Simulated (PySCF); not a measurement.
**SMILES N1C(=S)C[BH2-]1, [C$_{2}$H$_{5}$BNS]-, charge -1**

Geometry:
| atom | x (Å) | y (Å) | z (Å) |
| --- | --- | --- | --- |
| S1 | 2.475 | 0.044 | 0.035 |
| C2 | 0.799 | -0.029 | 0.032 |
| C3 | -0.197 | -1.103 | -0.369 |
| B4 | -1.362 | 0.002 | 0.075 |
| N5 | -0.089 | 0.883 | 0.398 |
| H6 | -0.095 | -1.377 | -1.432 |
| H7 | -0.072 | -2.019 | 0.232 |
| H8 | -2.070 | 0.464 | -0.835 |
| H9 | -2.043 | -0.275 | 1.076 |
| H10 | 0.187 | 1.796 | 0.747 |

Total charge -1.

Level of theory: PySCF 2.14.0, GIAO BP86/aug-pcSseg-1 magnetisability, rotational g tensor and spin-rotation constants, non-relativistic, gas phase. Geometry: PBE0-D3(BJ)/def2-SVP.

For an ion the centre-of-mass motion in the field is neglected.

(1) Give the nuclear spin-rotation constants along the inertial axes (H = +C I·J) beside the isotropic shieldings.

## Answers

(1) Rotational constants 11.6738, 2.7110, 2.2737 GHz. A star marks the isotopologue with that one atom substituted, in its own axes.
| atom | isotope | Caa (kHz) | Cbb (kHz) | Ccc (kHz) | mean (kHz) | σ (ppm) |
| --- | --- | --- | --- | --- | --- | --- |
| B4 | 11B | 2.327 | 0.453 | 0.376 | 1.052 | 116.1 |
| N5 | 14N | 1.728 | 0.432 | 0.181 | 0.780 | 35.7 |
| H6 | 1H | -1.211 | -0.069 | -0.006 | -0.429 | 29.8 |
| H7 | 1H | -1.211 | -0.070 | -0.005 | -0.429 | 29.8 |
| H8 | 1H | -0.281 | -0.187 | 0.026 | -0.147 | 28.5 |
| H9 | 1H | -0.278 | -0.187 | 0.025 | -0.147 | 28.5 |
| H10 | 1H | -0.793 | 0.324 | -0.265 | -0.245 | 24.6 |
| S1 | 33S* | 3.076 | 1.126 | 0.650 | 1.617 | 360.3 |
| C2 | 13C* | 5.554 | 1.762 | 0.529 | 2.615 | -32.1 |
| C3 | 13C* | 1.803 | 0.583 | 0.425 | 0.937 | 142.6 |

For the geometry as given, no vibrational averaging.
